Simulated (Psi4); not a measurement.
boron monoxide dimer (B2O2), singlet, at a GFN2-xTB geometry; MP2/3-21G in Psi4.

Here is a job for Psi4.
```
memory 2 GB

molecule {
0 1
O    -0.00000000   -0.00000000   -1.99737313
B    -0.00000000   -0.00000000   -0.80940457
B     0.00000000    0.00000000    0.80940457
O     0.00000000    0.00000000    1.99737313
}

set {
  basis 3-21g
  freeze_core true
}

energy('mp2')
print_variables()
```

The log (banner, timings and long lists left out):

```
    SCF Algorithm Type (re)set to DF.

   => Loading Basis Set <=

    Name: 3-21G
    Role: ORBITAL
    Keyword: BASIS

         ---------------------------------------------------------
                                   SCF
               by Justin Turney, Rob Parrish, Andy Simmonett
                          and Daniel G. A. Smith
                              RHF Reference
         ---------------------------------------------------------

  ==> Geometry <==

    Molecular point group: d2h
    Full point group: D_inf_h

    Geometry (in Angstrom), charge = 0, multiplicity = 1:

       Center              X                  Y                   Z               Mass
    ------------   -----------------  -----------------  -----------------  -----------------
         O            0.000000000000     0.000000000000    -1.997373130000    15.994914619570
         B            0.000000000000     0.000000000000    -0.809404570000    11.009305360000
         B            0.000000000000     0.000000000000     0.809404570000    11.009305360000
         O            0.000000000000     0.000000000000     1.997373130000    15.994914619570

  Running in d2h symmetry.

  Rotational constants: A = ************  B =      0.11868  C =      0.11868 [cm^-1]
  Rotational constants: A = ************  B =   3557.78983  C =   3557.78983 [MHz]
  Nuclear repulsion =   67.368904415018477

  Charge       = 0
  Multiplicity = 1
  Electrons    = 26
  Nalpha       = 13
  Nbeta        = 13

  ==> Algorithm <==

  SCF Algorithm Type is DF.
  DIIS enabled.
  MOM disabled.
  Fractional occupation disabled.
  Guess Type is SAD.
  Energy threshold   = 1.00e-08
  Density threshold  = 1.00e-08
  Integral threshold = 1.00e-12

  ==> Primary Basis <==

  Basis Set: 3-21G
    Blend: 3-21G
    Number of shells: 20
    Number of basis functions: 36
    Number of Cartesian functions: 36
    Spherical Harmonics?: false
    Max angular momentum: 1

   => Loading Basis Set <=

    Name: (3-21G AUX)
    Role: JKFIT
    Keyword: DF_BASIS_SCF

  ==> Integral Setup <==

  SCF_SUBTYPE=INCORE selected. In-core MEM_DF algorithm will be used.
  Using in-core AOs.

  ==> MemDFJK: Density-Fitted J/K Matrices <==

    J tasked:                   Yes
    K tasked:                   Yes
    wK tasked:                   No
    Algorithm:                 Core
    Schwarz Cutoff:           1E-12
    Mask sparsity (%):       5.4012
    Fitting Condition:        1E-10

   => Auxiliary Basis Set <=

  Basis Set: (3-21G AUX)
    Blend: DEF2-UNIVERSAL-JKFIT
    Number of shells: 100
    Number of basis functions: 364
    Number of Cartesian functions: 364
    Spherical Harmonics?: false
    Max angular momentum: 4

  Minimum eigenvalue in the overlap matrix is 1.0899743574E-02.
  Reciprocal condition number of the overlap matrix is 2.7528127462E-03.
    Using symmetric orthogonalization.

  ==> Pre-Iterations <==

  SCF Guess: Superposition of Atomic Densities via on-the-fly atomic UHF (no occupation information).

   -------------------------
    Irrep   Nso     Nmo
   -------------------------
     Ag        10      10
     B1g        0       0
     B2g        4       4
     B3g        4       4
     Au         0       0
     B1u       10      10
     B2u        4       4
     B3u        4       4
   -------------------------
    Total      36      36
   -------------------------

  ==> Iterations <==

                           Total Energy        Delta E     RMS |[F,P]|

   @DF-RHF iter SAD:  -196.58987316504303   -1.96590e+02   0.00000e+00
   @DF-RHF iter   1:  -197.92024139620656   -1.33037e+00   3.79515e-02 DIIS/ADIIS
   @DF-RHF iter   2:  -197.92226520671426   -2.02381e-03   4.10021e-02 DIIS/ADIIS
   @DF-RHF iter   3:  -198.08267483666734   -1.60410e-01   1.15217e-03 DIIS/ADIIS
   @DF-RHF iter   4:  -198.08296313497951   -2.88298e-04   3.80674e-04 DIIS/ADIIS
   @DF-RHF iter   5:  -198.08298426816066   -2.11332e-05   7.29932e-05 DIIS
   @DF-RHF iter   6:  -198.08298572955601   -1.46140e-06   1.54077e-05 DIIS
   @DF-RHF iter   7:  -198.08298577881493   -4.92589e-08   1.66475e-06 DIIS
   @DF-RHF iter   8:  -198.08298577954648   -7.31546e-10   1.69267e-07 DIIS
   @DF-RHF iter   9:  -198.08298577955480   -8.32756e-12   1.96675e-08 DIIS
   @DF-RHF iter  10:  -198.08298577955495   -1.42109e-13   1.90346e-09 DIIS
  Energy and wave function converged.

  ==> Post-Iterations <==

    Orbital Energies [Eh]
    ---------------------

    Doubly Occupied:

       1B1u  -20.518111     1Ag   -20.518086     2B1u   -7.652466
       2Ag    -7.652318     3B1u   -1.382269     3Ag    -1.381200
       4Ag    -0.717843     4B1u   -0.656291     5Ag    -0.634622
       1B2u   -0.567643     1B3u   -0.567643     1B3g   -0.541646
       1B2g   -0.541646

    Virtual:

       2B2u    0.062283     2B3u    0.062283     5B1u    0.215960
       2B2g    0.314411     2B3g    0.314411     6Ag     0.350109
       6B1u    0.521852     3B3u    0.587837     3B2u    0.587837
       3B2g    0.658542     3B3g    0.658542     7Ag     0.661660
       7B1u    1.148290     8Ag     1.229040     8B1u    1.348066
       4B2u    1.824706     4B3u    1.824706     9Ag     1.848178
       4B3g    1.965402     4B2g    1.965402     9B1u    2.005010
      10Ag     3.506393    10B1u    3.522504

    Final Occupation by Irrep:
             Ag   B1g   B2g   B3g    Au   B1u   B2u   B3u
    DOCC [     5,    0,    1,    1,    0,    4,    1,    1 ]
    NA   [     5,    0,    1,    1,    0,    4,    1,    1 ]
    NB   [     5,    0,    1,    1,    0,    4,    1,    1 ]

  @DF-RHF Final Energy:  -198.08298577955495

   => Energetics <=

    Nuclear Repulsion Energy =             67.3689044150184770
    One-Electron Energy =                -404.2402098034179971
    Two-Electron Energy =                 138.7883196088445459
    Total Energy =                       -198.0829857795549458

Computation Completed

Properties will be evaluated at   0.000000,   0.000000,   0.000000 [a0]

Properties computed using the SCF density matrix

 Multipole Moments:

 ------------------------------------------------------------------------------------
     Multipole            Electronic (a.u.)      Nuclear  (a.u.)        Total (a.u.)
 ------------------------------------------------------------------------------------

 L = 1.  Multiply by 2.5417464519 to convert [e a0] to [Debye]
 Dipole X            :          0.0000000            0.0000000            0.0000000
 Dipole Y            :          0.0000000            0.0000000            0.0000000
 Dipole Z            :          0.0000000           -0.0000000           -0.0000000
 Magnitude           :                                                    0.0000000

 ------------------------------------------------------------------------------------

  //>>>>>>>>>>>>>>>>>>>>>>>>>>>>>>>>>>>//
  //               DFMP2               //
  //<<<<<<<<<<<<<<<<<<<<<<<<<<<<<<<<<<<//

   => Loading Basis Set <=

    Name: (3-21G AUX)
    Role: RIFIT
    Keyword: DF_BASIS_MP2

	 --------------------------------------------------------
	                          DF-MP2
	      2nd-Order Density-Fitted Moller-Plesset Theory

	        Rob Parrish, Justin Turney, Andy Simmonett,
	           Ed Hohenstein, and C. David Sherrill
	 --------------------------------------------------------

   => Auxiliary Basis Set <=

  Basis Set: (3-21G AUX)
    Blend: DEF2-SVP-RI
    Number of shells: 64
    Number of basis functions: 192
    Number of Cartesian functions: 220
    Spherical Harmonics?: true
    Max angular momentum: 3

	 --------------------------------------------------------
	                 NBF =    36, NAUX =   192
	 --------------------------------------------------------
	   CLASS    FOCC     OCC    AOCC    AVIR     VIR    FVIR
	   PAIRS       4      13       9      23      23       0
	 --------------------------------------------------------

	-----------------------------------------------------------
	 ==================> DF-MP2 Energies <====================
	-----------------------------------------------------------
	 Reference Energy          =    -198.0829857795549458 [Eh]
	 Singles Energy            =      -0.0000000000000000 [Eh]
	 Same-Spin Energy          =      -0.1030599932782976 [Eh]
	 Opposite-Spin Energy      =      -0.2749379877910632 [Eh]
	 Correlation Energy        =      -0.3779979810693607 [Eh]
	 Total Energy              =    -198.4609837606243161 [Eh]
	-----------------------------------------------------------
	 ================> DF-SCS-MP2 Energies <==================
	-----------------------------------------------------------
	 SCS Same-Spin Scale       =       0.3333333333333333 [-]
	 SCS Opposite-Spin Scale   =       1.2000000000000000 [-]
	 SCS Same-Spin Energy      =      -0.0343533310927659 [Eh]
	 SCS Opposite-Spin Energy  =      -0.3299255853492758 [Eh]
	 SCS Correlation Energy    =      -0.3642789164420416 [Eh]
	 SCS Total Energy          =    -198.4472646959969779 [Eh]
	-----------------------------------------------------------

  Variable Map:
  ----------------------------------------------------------------------------
  "CURRENT CORRELATION ENERGY"           =>      -0.377997981069
  "CURRENT ENERGY"                       =>    -198.460983760624
  "CURRENT REFERENCE ENERGY"             =>    -198.082985779555
  "CUSTOM SCS-MP2 CORRELATION ENERGY"    =>      -0.364278916442
  "CUSTOM SCS-MP2 TOTAL ENERGY"          =>    -198.447264695997
  "DD SOLVATION ENERGY"                  =>       0.000000000000
  "HF KINETIC ENERGY"                    =>     197.444869848389
  "HF POTENTIAL ENERGY"                  =>    -395.527855627944
  "HF TOTAL ENERGY"                      =>    -198.082985779555
  "HF VIRIAL RATIO"                      =>       2.003231868884
  "MP2 CORRELATION ENERGY"               =>      -0.377997981069
  "MP2 DOUBLES ENERGY"                   =>      -0.377997981069
  "MP2 OPPOSITE-SPIN CORRELATION ENERGY" =>      -0.274937987791
  "MP2 SAME-SPIN CORRELATION ENERGY"     =>      -0.103059993278
  "MP2 SINGLES ENERGY"                   =>      -0.000000000000
  "MP2 TOTAL ENERGY"                     =>    -198.460983760624
  "NUCLEAR REPULSION ENERGY"             =>      67.368904415018
  "ONE-ELECTRON ENERGY"                  =>    -404.240209803418
  "PCM POLARIZATION ENERGY"              =>       0.000000000000
  "PE ENERGY"                            =>       0.000000000000
  "SCF ITERATION ENERGY"                 =>    -198.082985779555
  "SCF ITERATIONS"                       =>      10.000000000000
  "SCF TOTAL ENERGY"                     =>    -198.082985779555
  "SCS-MP2 CORRELATION ENERGY"           =>      -0.364278916442
  "SCS-MP2 TOTAL ENERGY"                 =>    -198.447264695997
  "TWO-ELECTRON ENERGY"                  =>     138.788319608845

  Array Variable Map:
  ----------------------------------------------------------------------------
  "CURRENT DIPOLE"                       =>       0.000000000000 ... -0.000000000000 1 by 3
  "SCF DIPOLE"                           =>       0.000000000000 ... -0.000000000000 1 by 3
  "SCF TOTAL ENERGIES"                   =>    -196.589873165043 ... -198.082985779555 1 by 11
```
